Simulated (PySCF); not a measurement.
Compound: C2H8BN.
Atom-mapped SMILES: `[CH2:1]=[CH:2][BH2-:3][NH3+:4]`

A calculation gives these core lines: B 1s: 193.97 eV; C 1s: 289.13 (area 1), 289.43 (area 1) eV; N 1s: 407.98 eV.

Theory: PySCF 2.14.0, delta-SCF UKS SCAN, pcX-2 on the ionised atom, pcseg-1 elsewhere, spin-free X2C. One conformer (not necessarily the lowest) at the PBE0-D3(BJ)/def2-SVP geometry, without solvent, vibrations or thermal averaging.

Order the carbon atoms by C 1s binding energy.

289.13 eV: C2 (alkene CH carbon); 289.43 eV: C1 (terminal =CH2 carbon). The listed C 1s values span 0.30 eV, from C2 (bonded to C (double bond), H and B) to C1 (bonded to C (double bond) and 2 H).

Bonded neighbours of each site: C1: C (double bond) and 2 H; C2: C (double bond), H and B; B3: N, C and 2 H; N4: 3 H and B.

Which photon energy gives electrons from N 1s of N4 a kinetic energy of 200 eV, and what is their de Broglie wavelength?

hν = 407.98 + 200 = 607.98 eV, recoil neglected; λ = 12.264 Å/√(E/eV) = 0.87 Å.

Conformer computed: `[CH2:1]=[CH:2][BH2-:3][NH3+:4]`: C1–C2–B3–N4 -112°.
